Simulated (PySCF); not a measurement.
C₅H₁₁FSi.
SMILES: `C=C(F)C[SiH2]CC`

Computed, not measured: TDDFT CAM-B3LYP/def2-SVPD, vertical, gas phase, core orbitals frozen in the response in PySCF 2.14.0, density-fitted response routines. The structure is a single GFN2-xTB conformer in the gas phase; no vibrational or solvent corrections. Torsions of this conformer, `[CH2:1]=[C:2]([F:3])[CH2:4][SiH2:5][CH2:6][CH3:7]`: C1–C2–C4–Si5 98°, C2–C4–Si5–C6 52°, C4–Si5–C6–C7 178°.

Each state is given a Gaussian of 0.3 eV full width at half maximum, with ε(max) = 2.175×10⁸ f / Δν̃ (Δν̃ the width in cm⁻¹). The width is an assumption, not a result. The curve ends short of the highest state used, and states not computed would add to its high-energy end.

(E (eV), ε (L mol⁻¹ cm⁻¹)): (6.26, 8), (6.33, 49), (6.39, 184), (6.45, 550), (6.51, 1339), (6.58, 2996), (6.64, 5165), (6.70, 8391), (6.76, 13519), (6.83, 22542), (6.89, 30986), (6.95, 35899), (7.01, 34043), (7.08, 24436), (7.14, 14528), (7.20, 6985), (7.26, 2856), (7.33, 1212), (7.39, 1156), (7.45, 1495), (7.51, 1844), (7.58, 2221), (7.64, 2750), (7.70, 3610)

**Question.** Locate the maxima and give the states behind the curve.

**Answer.** 178 nm (6.97 eV), ε about 36000, made up of S2 (98%) (ε in L mol⁻¹ cm⁻¹; maxima over ε = 5, shares over 10%). At its high-energy end, 7.70 eV, the curve is still rising (ε about 3600, from S3, S4 and S5). The states used: S1 6.71 eV (f 0.052); S2 6.97 eV (f 0.395); S3 7.51 eV (f 0.017); S4 7.79 eV (f 0.033); S5 7.88 eV (f 0.020); S6 7.97 eV (f 0.016); S7 8.10 eV (f 0.0099); S8 8.30 eV (f 0.0043).

**Question.** On this curve, what absorbance would a 10⁻⁴ mol/L sample give at 193 nm over a 1 cm path?

**Answer.** 193 nm is 6.424 eV, where ε is about 350 L mol⁻¹ cm⁻¹, so A = ε c l ≈ 0.035 (Beer–Lambert, with the gas-phase spectrum and the assumed width).

**Question.** What would ε be at 6.97 eV, the highest of these maxima, with half the width (0.15 eV)?

**Answer.** About 71000 L mol⁻¹ cm⁻¹ against 36100, a factor of about 1.96; a lone state at its own centre would give exactly 2.

**Question.** Coming from long wavelengths, where does ε first pass 100 L mol⁻¹ cm⁻¹?

**Answer.** At about 195 nm (6.36 eV), 0.35 eV below S1.
